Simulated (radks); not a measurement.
All-electron atom: neutral gold in [Xe] 4f14 5d8.5 6s1 6p1.5 (fractional occupations, a model configuration).

Calculated with a radial shooting solver on a logarithmic mesh with Libxc functionals: scalar-relativistic Kohn-Sham, PBE, spin-unpolarised, spherical densities, point nucleus.

Energy parts (hartree):
| part | energy |
|---|---|
| total | -19011.4191 |
| kinetic | 21277.6217 |
| electron-nucleus | -47291.8599 |
| Hartree | 7364.7130 |
| exchange-correlation | -361.8939 |

Orbitals (lengths in bohr, moments of r in powers of bohr):
orbital  occ.  eigenvalue (hartree)   <1/r>      <r^2>
1s          2             -2969.206   95.83  0.0003929
2s          2             -524.1075   22.46   0.005992
2p          6             -453.0526   19.97   0.005047
3s          2             -123.9187   8.326    0.03864
3p          6             -103.3136   7.592    0.03974
3d         10             -81.32760   7.145    0.03292
4s          2             -27.11790   3.568     0.1869
4p          6             -20.36299   3.221     0.2136
4d         10             -12.25952   2.886     0.2427
4f         14              -3.26378   2.463     0.3011
5s          2              -4.25872   1.463     0.9593
5p          6              -2.46361   1.244      1.285
5d        8.5              -0.47457  0.8699      2.711
6s          1              -0.33674  0.4879      7.787
6p        1.5              -0.09676  0.3234      18.10

The highest occupied level is 6p at -2.633 eV. Summed over all electrons, <r^2> = 76.59 bohr^2, which gives a Langevin (diamagnetic) susceptibility term of -60.7 x 10^-6 cm^3/mol. The density falls to 0.001 e/bohr^3 at r = 4.83 bohr.
